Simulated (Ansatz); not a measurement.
Two members of one family (Series SiH2X2), computed with Ansatz in the gas phase. The two geometries come from different levels. Binding counts from free atoms in the multiplicity of their measured ground term, without zero-point energy. A dash marks a value that wasn't run or was left out as unsound. The structures are stationary points that may keep the symmetry of their start. Remarks come from the PBE and PBE0 runs and from stability tests at other levels; not every state was tested. HOMO above LUMO (over both spins in singlets and doublets, within one spin in higher multiplets; at PBE or PBE0), or a gap under 0.15 eV within one spin, warns that the state may not be the lowest or that an electron is smeared out.

First: SiF2H2 (singlet, charge 0, r2SCAN-D4/def2-TZVP geometry).

```xyz
5

Si    0.0269    0.0182   -0.0439
F     0.2726   -1.3650    0.6930
F    -1.1309    0.7828    0.7252
H    -0.4274   -0.2582   -1.4187
H     1.2588    0.8222    0.0445
```

```csv
level,HOMO (eV),LUMO (eV),gap (eV),vertical IE (eV),binding per atom (eV)
PBE-D4/def2-SVP,-8.18,0.05,8.23,–,3.75
PBE-D4/def2-TZVP,-8.36,-0.57,7.79,12.15,3.82
r2SCAN-D4/def2-TZVP,-8.76,-0.06,8.70,12.39,3.83
PBE0-D4/def2-TZVP,-9.89,0.31,10.20,12.63,3.75
ωB97M-V/def2-TZVP,-12.17,2.02,14.20,–,3.84
```

Second: SiBr2H2 (singlet, charge 0, PBE-D4/def2-TZVP geometry).

```xyz
5

Si   -0.066    0.122    0.106
Br   -1.165   -1.694   -0.558
Br    1.983    0.172   -0.758
H     0.052    0.082    1.587
H    -0.805    1.318   -0.376
```

Task: What does the change do? Estimate second minus first.

Result: 
| level | Δ HOMO (eV) | Δ LUMO (eV) | Δ gap (eV) | Δ vertical IE (eV) | Δ binding per atom (eV) |
| --- | --- | --- | --- | --- | --- |
| PBE-D4/def2-SVP | 1.00 | -1.43 | -2.42 | – | -0.95 |
| PBE-D4/def2-TZVP | 1.02 | -1.07 | -2.09 | -1.97 | -1.00 |
| r2SCAN-D4/def2-TZVP | 1.08 | -1.25 | -2.33 | -1.94 | -0.97 |
| PBE0-D4/def2-TZVP | 1.26 | -1.06 | -2.32 | -1.98 | -0.94 |
| ωB97M-V/def2-TZVP | 1.34 | -0.88 | -2.23 | – | -1.02 |

Remarks: gap within one spin near zero at PBE or PBE0 (+1 doublet).
